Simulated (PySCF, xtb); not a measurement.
CdH₂S, SMILES [SH][CdH].

Harmonic wavenumbers (cm⁻¹) from GFN2-xTB (xtb) at its own minimum, in rising order: 192, 212, 272, 480, 1399, 2480.

### Question
What does PySCF 2.14.0 with PBE0-D3(BJ)/def2-TZVP give at its own minimum? (Estimate from the structure and the level; the computed values follow.)

### Answer
350, 411, 428, 637, 1850, 2705. Paired by order, the mean absolute difference is 224 cm⁻¹ and the zero-point energies are 7.2 and 9.1 kcal/mol.
